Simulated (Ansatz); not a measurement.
One change: `C=C(Cl)[SiH2][SiH3]` becomes `C=C(C)[SiH2][SiH3]`.

Ansatz, PBE0-D4/def2-TZVP geometries, multiplicity 1. Each molecule was computed in one conformer, which needn't be the lowest.

| property | `C=C(Cl)[SiH2][SiH3]` |
| --- | --- |
| HOMO–LUMO gap (PBE/def2-TZVPP) / eV | 4.67 |
| LUMO energy (ωB97M-V/def2-TZVPP) / eV | 1.19 |
| HOMO energy (ωB97M-V/def2-TZVPP) / eV | -9.72 |
| HOMO energy (B3LYP/def2-TZVPP) / eV | -7.36 |
| LUMO energy (B3LYP/def2-TZVPP) / eV | -1.04 |
| LUMO energy (PBE0/def2-TZVPP) / eV | -0.85 |

(1) Give the same properties after the change, and the shifts. (An estimate is asked.)

Results:

(1) Ansatz gave: 
```csv
property,`C=C(C)[SiH2][SiH3]`,shift
HOMO–LUMO gap (PBE/def2-TZVPP) / eV,4.99,0.32
LUMO energy (ωB97M-V/def2-TZVPP) / eV,1.59,0.40
HOMO energy (ωB97M-V/def2-TZVPP) / eV,-9.52,0.20
HOMO energy (B3LYP/def2-TZVPP) / eV,-7.20,0.16
LUMO energy (B3LYP/def2-TZVPP) / eV,-0.59,0.45
LUMO energy (PBE0/def2-TZVPP) / eV,-0.40,0.45
```

With PBE0 the HOMO rises by 0.17 eV and the LUMO rises by 0.45 eV, so the gap widens by about 0.28 eV. PBE moves the HOMO by 0.11 eV and ωB97M-V by 0.20 eV.

B3LYP here is the variant with VWN-RPA as its local correlation; programs differ in this.
